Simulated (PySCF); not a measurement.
## UHF on As+ (arsenic, charge +1)

Configuration: [Ar] 3d10 4s2 4p2, high-spin 3P determinant. All numbers are calculated (PySCF 2.14, scalar relativity through the core potential, in cc-pVDZ-PP with ECP10MDF).

- Total energy: -330.850759 hartree
- One-electron energy: -578.7574 hartree
- Hartree (Coulomb) energy: 273.3641 hartree
- Exchange energy: -25.4574 hartree
- ⟨S²⟩: 2.0078
- ⟨L²⟩: 2.023
- Sum of ⟨r⟩: 20.09 bohr
- Sum of ⟨r²⟩: 30.06 bohr²
- Traceless quadrupole moment −½Σ⟨3z² − r²⟩ along its main axis: 2.51 e·bohr²
- Time after the integrals: 0.04 s of wall time on 1 thread of Intel(R) Xeon(R) 6975P-C (shared host)

| shell | electrons | mean orbital energy (hartree) | spread (hartree) | rms radius, mean of both spins (bohr) |
| --- | --- | --- | --- | --- |
| 3s α | 1 | -8.46393 | 0 | 0.641 |
| 3s β | 1 | -8.45008 | 0 | 0.641 |
| 3p α | 3 | -6.37737 | 0.00101 | 0.668 |
| 3p β | 3 | -6.36151 | 0.02178 | 0.668 |
| 3d α | 5 | -2.44615 | 0.01188 | 0.743 |
| 3d β | 5 | -2.43535 | 0.02197 | 0.743 |
| 4s α | 1 | -1.11953 | 0 | 2.06 |
| 4s β | 1 | -0.93178 | 0 | 2.06 |
| 4p α | 2 | -0.67732 | 0 | 2.51 |

Energies and moments cover only the electrons outside the core potential.
